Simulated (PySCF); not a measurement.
Problem. Write Cartesian coordinates for `C#CP1(C(C=C)=C1C=C)=[Se]` as optimised with PBE0-D3(BJ)/def2-SVP.

Solution. 
```
atom  x, y, z in Å
C1    -1.3615    3.0941    0.4591
C2    -0.8975    2.0064    0.7358
P3    -0.2285    0.4500    1.2049
Se4   -0.1313    0.1127    3.2573
C5    -0.4226   -0.7107   -0.1247
C6    -1.2575   -1.6890   -0.7668
C7    -2.5095   -1.9434   -0.3588
C8     0.8102   -0.1684   -0.0963
C9     2.1184   -0.2046   -0.6916
C10    3.1375    0.5365   -0.2326
H11   -1.7734    4.0572    0.2149
H12   -0.8243   -2.2377   -1.6111
H13   -3.1256   -2.6978   -0.8530
H14   -2.9421   -1.4065    0.4905
H15    2.2590   -0.8779   -1.5452
H16    4.1271    0.4886   -0.6923
H17    3.0039    1.2026    0.6246
```

Any rigid rotation of these coordinates is as good. Atoms count from 1 in this order. The C–C distances run from 1.214 Å (C1≡C2, drawn triple) to 1.438 Å (C8–C9, drawn single), a spread of 0.224 Å. P3 (phosphorus bonded to 3 C and Se) has angles from 44.6° to 129.7°. The 3-membered ring P3–C5–C8 has internal angles of 44.6° to 67.7°.

Bonds between heavy atoms (Å): C1≡C2 1.214, C2–P3 1.758, P3=Se4 2.082, P3–C5 1.776, C5–C6 1.438, C6=C7 1.341, C5=C8 1.347, C8–C9 1.438, C9=C10 1.341, P3–C8 1.776.

Method used: PySCF 2.14.0, PBE0-D3(BJ)/def2-SVP geometry optimisation, gas phase.

Point group: Cs (every atom within 0.08 Å of its image). No PBE0-D3(BJ)/def2-SVP frequencies stand behind this structure, so it isn't proved a minimum. The numbers are those of one conformer (P3–C5–C6–C7 5°, C5–C8–C9–C10 -175°).

Hardware: one thread of an Intel Xeon Platinum 8375C at 2.90 GHz, no GPU (shared host). Cost: 3.3 min, 0.93 GiB resident at most. These figures are those of the optimisation.
